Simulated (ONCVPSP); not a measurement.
How hard is this dysprosium (Dy) ONCV potential?

* Element: dysprosium
* Generator: ONCVPSP 4.0.1
* Type: optimised norm-conserving Vanderbilt (ONCV)
* Functional: PBE
* Relativity: fully relativistic
* Frozen core: [Kr] 4d10 4f9
* Valence charge: 11
* Reference configuration: 5s2 5p6 (charge +3)
* Partial waves: 5s: rc 2.15 bohr, ncon 4, nbas 8, qcut 5 1/bohr, 1 projector; 5p: rc 1.90 bohr, ncon 3, nbas 6, qcut 8.4 1/bohr, 2 projectors, debl 0.5 Ha; d scattering state at 0.34 Ha: rc 1.90 bohr, ncon 4, nbas 9, qcut 6 1/bohr, 1 projector
* Local potential: polynomial inside 1.40 bohr (lpopt 5, dvloc0 6 Ha)
* Core correction: polynomial model core, fcfact 0.45

Open shells are filled in proportion to 2j + 1.

In the p channel the program set the typed energies aside and used -1.914, 0.250 Ha (j = l + 1/2; the other j can differ). In the d channel the program set the typed energies aside and used 0.050 Ha (j = l + 1/2; the other j can differ).

Q: For each optimised wave give the share of its norm inside rc, the residual kinetic energy above qcut (Ha) and the cutoffs (Ha) for errors of 10, 1, 0.1 and 0.01 mHa per electron.

A:

```json
{"wave": "5s", "norm inside rc": "0.965", "residual KE": "3.5e-05", "10 mHa": "5.4", "1 mHa": "9.2", "0.1 mHa": "11.5", "0.01 mHa": "28.6"}
{"wave": "5p j=3/2", "norm inside rc": "0.800", "residual KE": "6.2e-08", "10 mHa": "14.0", "1 mHa": "19.7", "0.1 mHa": "24.1", "0.01 mHa": "27.5"}
{"wave": "p projector 2 j=3/2", "norm inside rc": "0.048", "residual KE": "1.8e-08", "10 mHa": "8.2", "1 mHa": "17.9", "0.1 mHa": "23.0", "0.01 mHa": "27.1"}
{"wave": "5p j=1/2", "norm inside rc": "0.849", "residual KE": "7.0e-08", "10 mHa": "13.2", "1 mHa": "19.6", "0.1 mHa": "24.1", "0.01 mHa": "27.6"}
{"wave": "p projector 2 j=1/2", "norm inside rc": "0.053", "residual KE": "2.1e-08", "10 mHa": "6.3", "1 mHa": "17.8", "0.1 mHa": "23.2", "0.01 mHa": "27.4"}
{"wave": "d projector 1 j=5/2", "norm inside rc": "0.123", "residual KE": "4.6e-06", "10 mHa": "6.9", "1 mHa": "9.4", "0.1 mHa": "11.5", "0.01 mHa": "14.3"}
{"wave": "d projector 1 j=3/2", "norm inside rc": "0.535", "residual KE": "4.6e-06", "10 mHa": "7.7", "1 mHa": "10.2", "0.1 mHa": "12.1", "0.01 mHa": "14.6"}
```

The occupied waves need 20 Ha and 24 Ha for 1 and 0.1 mHa. 2 of 4 tests not solved or not reliable.
